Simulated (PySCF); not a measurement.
C5H9N. Atoms are numbered in the order given.

```xyz
15

C      2.1828    -0.5593     0.0140
C      1.1453     0.1550    -0.4256
C     -0.2470     0.0165     0.0681
N     -0.3981    -0.8857     1.1702
C     -1.3475     0.0607    -0.9579
C     -1.1380     1.2421    -0.0619
H      2.0394    -1.3301     0.7755
H      3.1877    -0.4039    -0.3851
H      1.2938     0.9156    -1.2011
H     -1.3697    -1.1487     1.3035
H     -0.0783    -0.4478     2.0326
H     -2.2180    -0.5783    -0.7808
H     -1.0652     0.1398    -2.0109
H     -1.8584     1.4061     0.7445
H     -0.7185     2.1575    -0.4892
```
Charge 0, spin multiplicity 1.

Geometry: PBE0-D3(BJ)/def2-SVP. One conformer was computed; it need not be the lowest.

Calculation: PBE/def2-TZVP (PySCF).

ESP charges are fitted to the potential on shells at 1.4 to 2.0 van der Waals radii. Atomic charges (e):

```tsv
atom	IAO	ESP fit
C1	-0.34	-0.46
C2	-0.14	-0.23
C3	0.12	0.55
N4	-0.57	-0.94
C5	-0.30	-0.23
C6	-0.32	-0.49
H7	…	0.20
H8	…	0.18
H9	…	0.16
H10	…	0.37
H11	…	0.35
H12	…	0.12
H13	…	0.11
H14	…	0.15
H15	…	0.16
```

**Question.** Some entries are withheld; supply them. (Estimate from the structure and the level; the computed values follow.)

**Answer.** 
- H7, IAO: 0.16
- H8, IAO: 0.15
- H9, IAO: 0.14
- H10, IAO: 0.25
- H11, IAO: 0.25
- H12, IAO: 0.15
- H13, IAO: 0.16
- H14, IAO: 0.15
- H15, IAO: 0.15

Computed Mayer and Wiberg (Löwdin basis) orders of the bonds:
```csv
bond,Mayer,Wiberg
C1–C2,1.97,2.15
C2–C3,1.01,1.17
C3–N4,1.04,1.40
C3–C5,0.90,1.16
C3–C6,0.90,1.14
C5–C6,0.98,1.29
C1–H7,0.93,0.88
C1–H8,0.95,0.89
C2–H9,0.94,0.81
N4–H10,0.93,0.94
N4–H11,0.93,0.94
C5–H12,0.94,0.86
C5–H13,0.97,0.86
C6–H14,0.95,0.87
C6–H15,0.94,0.87
```
